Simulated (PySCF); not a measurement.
## Spinor energies of Hf³⁵⁺ (hafnium, charge +35)

Start: [Kr] 4d1; 4d5/2 filled at m_j = +5/2. Calculated with PySCF 2.14 in an even-tempered Gaussian basis (17 s from 3.7 bohr⁻², ratio 2.8; 14 p from 4.8 bohr⁻², ratio 2.8; 9 d from 4.8 bohr⁻², ratio 2.8; 3 f from 17 bohr⁻², ratio 3): generalised Hartree-Fock with the X2C-1e Hamiltonian and a Gaussian nucleus; one run each with spin-orbit coupling (SO) screened by Boettger's factors, then bare. This is a chosen level, not necessarily the ground level.

| spinor shell | electrons | ε, screened SO (eV) | ε, bare SO (eV) | weight of nominal j (bare SO) | rms radius, bare SO (bohr) |
| --- | --- | --- | --- | --- | --- |
| 1s1/2 | 2 | -67139.1 | -67137.9 | 1.000 | 0.0215 |
| 2s1/2 | 2 | -12833.9 | -12833.6 | 1.000 | 0.0869 |
| 2p1/2 | 2 | -12304.1 | -12332.8 | 1.000 | 0.0738 |
| 2p3/2 | 4 | -11106.9 | -11097.4 | 1.000 | 0.0812 |
| 3s1/2 | 2 | -4073.7 | -4073.7 | 1.000 | 0.220 |
| 3p1/2 | 2 | -3841.2 | -3847.5 | 1.000 | 0.211 |
| 3d3/2 | 4 | -3188.1 | -3193.9 | 1.000 | 0.198 |
| 3d5/2 | 6 | -3131.1 | -3127.4 | 1.000 | 0.203 |
| 4s1/2 | 2 | -1799.7 | -1799.7 | 1.000 | 0.463 |
| 4p1/2 | 2 | -1694.1 | -1696.0 | 0.999 | 0.463 |
| 4p3/2 | 4 | -1614.3 | -1613.7 | 1.000 | 0.489 |
| 4d5/2 | 1 | -1452.3 | -1451.2 | 1.000 | 0.479 |

(1) Where does 3p3/2 lie, and what is the 3p spin-orbit splitting (bare SO)?

```
   quantity   screened SO       bare SO
E (hartree)  -14383.27394  -14384.28833
        M_J           5/2           5/2
       ⟨J²⟩         8.751         8.751
       ⟨L²⟩         6.073         6.079
       ⟨S²⟩         0.822         0.828
```

Each row is a mean over spinors that exchange with the open shell spreads, by up to 13.896 eV (4p3/2).

Breit and QED terms are absent; they matter most for the inner s and p1/2 levels.

Densities and radii are taken from the X2C orbitals without a picture-change correction, which distorts them close to the nucleus.

Answers

(1) At -3570.9 eV, 276.63 eV above 3p1/2.
